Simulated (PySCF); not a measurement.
CH5MgN, SMILES [CH3][Mg][NH2].

Geometry optimised at PBE-D3(BJ)/def2-TZVP. One conformer was computed; it need not be the lowest.

Method: CAM-B3LYP/def2-TZVPD in PySCF.

The molecule is in vacuum.

The total energy is -295.94748 hartree, the highest occupied level is -7.64 eV and the lowest empty level is -0.09 eV. The orbital gap comes out as 7.55 eV. The dipole moment comes out as 0.037 e·Å and the quadrupole, principal values (traceless, Buckingham form, about the centre of nuclear charge) is -8.57, 1.12, 7.46 D·Å. The mean static polarisability comes out as 50.7 bohr³ (7.52 Å³). The polarisability, principal values is 42.5, 47.2, 62.6 bohr³.
